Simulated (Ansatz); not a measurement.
Born–Oppenheimer molecular dynamics of ClF3H2OW (8 atoms, charge 0, multiplicity 1). It starts at the highest image of a converged band, a first-order saddle point between two minima.

Level of theory: Ansatz 0.2.0, RKS B3LYP-D4/def2-SVP.

```json
{
  "ensemble": "NVE (velocity Verlet)",
  "time step": "0.5 fs",
  "steps asked": "200",
  "starting velocities drawn for": "100 K",
  "seed": "10586"
}
```

First frame:

```xyz
8
Properties=species:S:1:pos:R:3
W -0.121 -0.038 -0.241
Cl 0.834 0.179 2.466
H 1.244 0.089 1.001
F 0.215 1.783 -0.320
F -1.691 0.146 0.754
O 0.170 -1.833 -0.002
H 0.662 -2.570 0.381
F 0.160 -0.124 -2.076
```

**Question.** What does the run give?

**Answer.** All steps were run.

```json
{
 "steps done": "200",
 "time covered": "100 fs",
 "mean temperature over the second half": "315 K",
 "spread of the potential energy over the second half": "26.0 meV per atom",
 "mean potential energy of the second half above the start": "-20.9 meV per atom"
}
```

The conserved energy stayed within 0.048 meV per atom of its start (net change 0.0045 meV per atom), so the integration is sound. The kinetic energy rose, since the run started high on the potential surface and went downhill. A run of 0.1 ps of so small a system gives no equilibrium averages. The orbitals stay closed-shell, which can raise the energy where a bond breaks towards radicals; this wasn't checked here.

**Question.** What happens to the structure?

**Answer.** Between its relaxed ends the band would form Cl2–H3 and break W1–Cl2, W1–H3. These pairs go: Cl2–H3 1.52 → 2.75 Å, W1–Cl2 2.88 → 2.52 Å, W1–H3 1.85 → 1.69 Å. In the last frame they stand as before the step (other bonds may differ from the relaxed reactants and products). It ends as one piece, ClF3H2OW. Pairs count as bonded within 1.25 times the sum of covalent radii (0.12 Å more for H–H). The details hang on the random start.

**Question.** How do temperature and energy run in time?

**Answer.** 
```
time (fs)  T (K)  potential energy less start (eV)  conserved less start (meV/atom)
        0    100                             0.000                             0.00
        3     82                             0.014                             0.02
        6     48                             0.041                             0.03
        9     36                             0.050                             0.01
       12     36                             0.049                             0.01
       15     42                             0.045                             0.03
       18     64                             0.028                             0.01
       21     76                             0.018                             0.00
       24     57                             0.034                             0.03
       27     48                             0.041                             0.03
       30     54                             0.036                             0.00
       33     44                             0.044                             0.02
       36     35                             0.051                             0.03
       39     51                             0.038                             0.01
       42     63                             0.029                             0.01
       45     50                             0.039                             0.03
       48     40                             0.047                             0.02
       51     47                             0.041                             0.01
       54     56                             0.034                             0.02
       57     56                             0.034                             0.03
       60     58                             0.033                             0.01
       63     72                             0.022                             0.02
       66     91                             0.007                             0.02
       69     91                             0.007                             0.01
       72    122                            -0.017                             0.02
       75    203                            -0.080                             0.02
       78    271                            -0.132                             0.03
       81    402                            -0.234                             0.00
       84    544                            -0.345                             0.00
       87    601                            -0.388                             0.02
       90    630                            -0.411                            -0.02
       93    594                            -0.383                             0.03
       96    666                            -0.438                             0.05
       99    882                            -0.606                            -0.01
```

Time of the run: 9.1 min on 4 threads of Arm Neoverse V1, with other jobs on the host, peak memory 0.3 GiB.
